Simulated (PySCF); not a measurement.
Simulated absorption spectrum

Species: (HCd-mu-OH)2 (singlet state).
Bonds: Cd1–O3, Cd1–O6, O3–Cd4, Cd4–O6. Hydrogens: H2 on Cd1; H7 on O3; H5 on Cd4; H8 on O6.

Level of theory: TDDFT CAM-B3LYP/def2-SVPD, vertical, gas phase, core orbitals frozen in the response, def2 core potentials past Kr in PySCF 2.14.0, density-fitted response routines. Geometry: PBE0-D3(BJ)/def2-SVP; no solvent, vibrations or thermal averaging. Spin–orbit coupling is left out.

Computed states:

```tsv
state	E (eV)	f
S1	6.41	0.0000
S2	6.60	0.0000
S3	6.73	0.538
S4	6.74	0.053
S5	6.82	0.0001
S6	7.02	0.378
S7	7.18	0.0000
S8	7.45	0.020
S9	7.46	0.027
S10	7.54	0.0000
```

Broadening: Gaussians 0.4 eV wide at half height, area fixed by f = 4.319×10⁻⁹ ∫ε dν̃. The width is an assumption, not a result. The curve ends short of the highest state used, and states not computed would add to its high-energy end.

(1) Give the broadened spectrum and its maxima.

(2) Coming from long wavelengths, where does ε first pass 100 L mol⁻¹ cm⁻¹?

(3) On this curve, what absorbance would a 10⁻⁵ mol/L sample give at 193 nm over a 1 cm path?

Answers

(1) 
(E (eV), ε (L mol⁻¹ cm⁻¹)): (5.81, 0), (5.86, 0), (5.91, 0), (5.96, 1), (6.01, 5), (6.06, 16), (6.10, 40), (6.15, 113), (6.20, 298), (6.25, 717), (6.30, 1582), (6.35, 3205), (6.40, 5959), (6.45, 10176), (6.50, 15970), (6.55, 23073), (6.60, 30756), (6.65, 37959), (6.69, 42648), (6.74, 46522), (6.79, 47976), (6.84, 47297), (6.89, 45061), (6.94, 41789)

Maxima: 182 nm (6.80 eV), ε about 48000, made up of S3 (70%) and S6 (23%) (ε in L mol⁻¹ cm⁻¹; maxima over ε = 5, shares over 10%).

(2) At about 202 nm (6.14 eV), 0.27 eV below S1.

(3) 193 nm is 6.424 eV, where ε is about 7800 L mol⁻¹ cm⁻¹, so A = ε c l ≈ 0.078 (Beer–Lambert, with the gas-phase spectrum and the assumed width).

All these states lie below the vertical ionisation energy of 9.98 eV (ΔSCF).
